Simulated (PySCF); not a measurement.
# Charge-transfer reorganisation: `O=c1cc(Br)c1=O`, C₄HBrO₂

Cartesian coordinates in Å; atom numbers follow the order of the lines, from 1:
```xyz
8

O    -2.220   -0.134    0.708
C    -1.099   -0.058    0.318
C     0.029   -1.014    0.050
C     0.875   -0.037   -0.350
Br    2.617   -0.005   -0.938
C    -0.127    1.085   -0.146
O    -0.134    2.261   -0.283
H     0.130   -2.095    0.145
```

Method: UKS CAM-B3LYP/def2-SV(P) four-point reorganisation energy, gas phase (PySCF). Geometry: CAM-B3LYP/def2-SV(P).

The calculation is non-relativistic, which matters for the atoms heavier than Zn.

Question: What is the inner reorganisation energy for hole transfer, with the ionisation energy?

Answer: λ = 0.479 (surface of the oxidised species) + 1.230 (surface of the starting species) = 1.709 eV. The ionisation energy is 9.72 eV vertical and 9.24 eV adiabatic without zero-point energy; at the relaxed geometry of the oxidised species the two energies differ by 8.01 eV. Largest bond changes: C6–C2 1.571 → 1.993 Å, C2–C3 1.504 → 1.450 Å, O1–C2 1.189 → 1.148 Å, C6–O7 1.185 → 1.147 Å, C4–C6 1.518 → 1.489 Å. ⟨S²⟩ of the relaxed oxidised species 0.759.

Question: What is the inner reorganisation energy for electron transfer, with the electron affinity?

Answer: λ = 0.527 (surface of the reduced species) + 0.979 (surface of the starting species) = 1.506 eV. The electron affinity is 0.40 eV vertical and 0.93 eV adiabatic without zero-point energy; at the relaxed geometry of the reduced species the two energies differ by 1.91 eV. Largest bond changes: C4–Br5 1.839 → 1.959 Å, C3–C4 1.353 → 1.440 Å, C2–C3 1.504 → 1.432 Å, C4–C6 1.518 → 1.483 Å, O1–C2 1.189 → 1.222 Å. ⟨S²⟩ of the relaxed reduced species 0.761.

The highest occupied orbital of the reduced species is unbound in this basis, so its energies are rough.
